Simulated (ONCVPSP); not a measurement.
**Tb (Z = 65): variants of one ONCV potential**

Base potential:

terbium, optimised norm-conserving Vanderbilt (ONCV), made with ONCVPSP 4.0.1 (PBE, scalar-relativistic). Core [Kr] 4d10 4f8, reference 5s2 5p6 5d1 6s2. Waves: 5s+6s: rc 1.95 bohr, ncon 4, nbas 8, qcut 5 1/bohr, 2 projectors; 5p: rc 1.60 bohr, ncon 4, nbas 9, qcut 5.1 1/bohr, 2 projectors, debl 0.8 Ha; 5d: rc 2.30 bohr, ncon 3, nbas 7, qcut 4.6 1/bohr, 2 projectors, debl 0.7 Ha. Local part: polynomial inside 1.10 bohr (lpopt 5, dvloc0 0 Ha). Core correction: Teter function, fcfact 4, rcfact 1.35.

In the p channel the program set the typed energies aside and used -1.025, 0.250 Ha.

All-electron outer shells of the reference configuration (PBE, scalar-relativistic, ld1.x):

```tsv
shell	level (eV)	outermost node (bohr)	outermost maximum (bohr)
5s	-51.27	0.64	1.18
5p	-27.89	0.69	1.33
4f	-8.97	–	0.55
6s	-4.19	1.57	3.32
5d	-2.42	0.77	1.94
```

Cutoffs, loose and tight: the cutoffs (Ha) at which the residual kinetic energy of the hardest occupied pseudo-wave falls to 1 and 0.1 mHa per electron. They do not see the model core or the augmentation charge, which bear on the density cutoff. Test errors are all-electron minus pseudo excitation energies from the reference, over the configurations 5s2 5p6 5d1 6s1; 5s2 5p6 5d1 6s0; 5s2 5p6 5d0 6s0; 5s2 5p6 5d1.5 6s1.5. A dash means not determined; rows that change the core or the reference have their own tests. The largest error is taken over the tests solved by every variant that gives reliable tests at all: 5s2 5p6 5d1 6s0; 5s2 5p6 5d1 6s1; 5s2 5p6 5d1.5 6s1.5.

A true bound ghost makes a file unfit for plane-wave use even where its test errors are small: the radial tests pick states by their node count and pass the ghost by.

```tsv
change	outcome	cutoff, loose	cutoff, tight	bound ghosts	GHOST(+) flags above zero	largest test error (meV)
base	generated, projector energies reset by the program	36 Ha	101 Ha	s	p	+15
core correction Teter function, fcfact 4, rcfact 1.02	generated, projector energies reset by the program	36 Ha	101 Ha	s	p	+17
core correction Teter function, fcfact 4, rcfact 1.2	generated, projector energies reset by the program	36 Ha	101 Ha	s	p	+17
core correction Teter function, fcfact 4, rcfact 1.32	generated, projector energies reset by the program	36 Ha	101 Ha	s	p	+15
core correction Teter function, fcfact 4, rcfact 2	generated, projector energies reset by the program	36 Ha	101 Ha	s	p	-190
```

(1) What comes out with this change to the base: core correction Teter function, fcfact 4, rcfact 1.84?

(2) What comes out with this change to the base: core correction Teter function, fcfact 4, rcfact 1.46?

(3) What comes out with this change to the base: core correction Teter function, fcfact 4, rcfact 1.64?

Answers

(1) outcome: generated, projector energies reset by the program; cutoff, loose: 36 Ha; cutoff, tight: 101 Ha; bound ghosts: s; GHOST(+) flags above zero: p; largest test error (meV): -91.

(2) outcome: generated, projector energies reset by the program; cutoff, loose: 36 Ha; cutoff, tight: 101 Ha; bound ghosts: s; GHOST(+) flags above zero: p; largest test error (meV): +10.

(3) outcome: generated, projector energies reset by the program; cutoff, loose: 36 Ha; cutoff, tight: 101 Ha; bound ghosts: s; GHOST(+) flags above zero: p; largest test error (meV): -15.

Reading the sweep of the rcfact (base included, trends over the rows without a ghost): Bound ghosts are found at 1.02, 1.2, 1.32, 1.35, 1.46, 1.64, 1.84, 2. Every judged row has one, so this setting neither creates nor removes them.
